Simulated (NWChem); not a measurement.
System: C2H5BCl2; SMILES B(Cl)(CC)Cl

The following NWChem deck was run.

```
start job
memory heap 200 mb stack 900 mb global 1100 mb
geometry units angstroms noautoz
  B     -0.101504     0.196041     0.003315
  Cl     1.598370    -0.239606     0.001762
  Cl    -0.499977     1.908506    -0.001315
  C     -1.240461    -0.873870     0.011792
  C     -0.837460    -2.341915    -0.011031
  H     -1.902809    -0.627836    -0.840040
  H     -1.866275    -0.646292     0.896288
  H     -0.214195    -2.601880     0.857901
  H     -0.251863    -2.584608    -0.910682
  H     -1.718581    -3.000863     0.001120
end
basis spherical
  * library 6-311++g**
end
dft
  xc xtpss03 ctpss03
  iterations 150
  mulliken
end
task dft energy
```

Output (shortened):

```
             Northwest Computational Chemistry Package (NWChem) 7.3.0
             --------------------------------------------------------

 C1  symmetry detected

                             Geometry "geometry" -> ""
                             -------------------------

 Output coordinates in angstroms (scale by  1.889725989 to convert to a.u.)

  No.       Tag          Charge          X              Y              Z
 ---- ---------------- ---------- -------------- -------------- --------------
    1 B                    5.0000    -0.09222824     0.18779552     0.00260961
    2 Cl                  17.0000     1.59612944    -0.29054367     0.00109227
    3 Cl                  17.0000    -0.44742891     1.90975321    -0.00311423
    4 C                    6.0000    -1.25777929    -0.85307305     0.01198066
    5 C                    6.0000    -0.89189838    -2.33082087    -0.00991394
    6 H                    1.0000    -1.91386174    -0.59099963    -0.83991646
    7 H                    1.0000    -1.87751142    -0.60920688     0.89641802
    8 H                    1.0000    -0.27523463    -2.60582468     0.85909849
    9 H                    1.0000    -0.31275387    -2.58879410    -0.90949001
   10 H                    1.0000    -1.78934019    -2.96735091     0.00281496

 Effective nuclear repulsion energy (a.u.)     251.0997235704

                                 NWChem DFT Module
                                 -----------------

 Summary of "ao basis" -> "ao basis" (spherical)
 ------------------------------------------------------------------------------
       Tag                 Description            Shells   Functions and Types
 ---------------- ------------------------------  ------  ---------------------
 B                         6-311++g**               10       22   5s4p1d
 Cl                        6-311++g**               14       30   7s6p1d
 C                         6-311++g**               10       22   5s4p1d
 H                         6-311++g**                5        7   4s1p

            General Information
            -------------------
          SCF calculation type: DFT
          Wavefunction type:  closed shell.
          No. of atoms     :    10
          No. of electrons :    56
           Alpha electrons :    28
            Beta electrons :    28
          Charge           :     0
          Spin multiplicity:     1
          Use of symmetry is: off; symmetry adaption is: off
          Maximum number of iterations: 150
          AO basis - number of functions:   161
                     number of shells:    83
          Convergence on energy requested:  1.00D-06
          Convergence on density requested:  1.00D-05
          Convergence on gradient requested:  5.00D-04

              XC Information
              --------------
                  TPSS metaGGA Exchange Functional  1.000
             TPSS03 metaGGA Correlation Functional  1.000

             Grid Information
             ----------------
          Grid used for XC integration:  medium
          Radial quadrature: Mura-Knowles
          Angular quadrature: Lebedev.
          Tag              B.-S. Rad. Rad. Pts. Rad. Cut. Ang. Pts.
          ---              ---------- --------- --------- ---------
          B                   0.85       49          14.0       434
          Cl                  1.00       88          16.0       590
          C                   0.70       49          14.0       434
          H                   0.35       45          15.0       434
          Grid pruning is: on
          Number of quadrature shells:   548
          Spatial weights used:  Erf1

      Superposition of Atomic Density Guess
      -------------------------------------

 Sum of atomic energies:       -1021.32683831

      Non-variational initial energy
      ------------------------------

 Total energy =   -1023.733829
 1-e energy   =   -1905.159624
 2-e energy   =     630.326072
 HOMO         =      -0.370769
 LUMO         =       0.023189

     ---------------------------------------------
      Total Density - Mulliken Population Analysis
     ---------------------------------------------

    Atom       Charge   Shell Charges
 -----------   ------   -------------------------------------------------------
    1 B    5     4.75   1.13  0.86  0.27  0.69  0.78  0.33  0.22  0.08  0.24  0.15
    2 Cl  17    17.14   0.78  1.19  0.91  1.08  0.99  1.02  7.41 -1.50  1.05  3.10  1.34 -0.06 -0.18  0.01
    3 Cl  17    17.14   0.78  1.19  0.91  1.08  0.99  1.02  7.41 -1.50  1.05  3.11  1.34 -0.07 -0.18  0.01
    4 C    6     6.36   1.10  0.89  0.60  0.81  1.61  0.48  1.00 -0.12 -0.05  0.04
    5 C    6     6.68   1.10  0.89  0.59  0.80  1.58  0.52  1.00  0.14  0.00  0.04
    6 H    1     0.76   0.23  0.43  0.09 -0.02  0.02
    7 H    1     0.76   0.23  0.43  0.09 -0.02  0.02
    8 H    1     0.80   0.24  0.44  0.10  0.00  0.02
    9 H    1     0.80   0.24  0.44  0.10 -0.00  0.02
   10 H    1     0.81   0.24  0.44  0.09  0.01  0.02

   convergence    iter        energy       DeltaE   RMS-Dens  Diis-err
 ---------------- ----- ----------------- --------- --------- ---------
 d= 0,ls=0.0,diis     1  -1024.6013388415 -1.28D+03  1.06D-02  1.35D+00
 d= 0,ls=0.0,diis     2  -1024.5593034515  4.20D-02  1.11D-02  8.62D-01
 d= 0,ls=0.0,diis     3  -1024.6261536487 -6.69D-02  5.55D-03  3.48D-01
 d= 0,ls=0.0,diis     4  -1024.6764452662 -5.03D-02  5.96D-04  6.17D-03
 d= 0,ls=0.0,diis     5  -1024.6770700183 -6.25D-04  1.67D-04  1.00D-03
  Resetting Diis
 d= 0,ls=0.0,diis     6  -1024.6771941387 -1.24D-04  3.96D-05  3.24D-05
 d= 0,ls=0.0,diis     7  -1024.6771987710 -4.63D-06  1.61D-05  1.58D-06
 d= 0,ls=0.0,diis     8  -1024.6771986265  1.45D-07  8.91D-06  2.68D-06

         Total DFT energy =    -1024.677198626505
      One electron energy =    -1909.138179235438
           Coulomb energy =      706.749239204512
    Exchange-Corr. energy =      -73.387982165963
 Nuclear repulsion energy =      251.099723570384

[...]
```

Level: TPSS/6-311++G** (spherical d). All runs use the structure optimised with PBE0/def2-SVP.
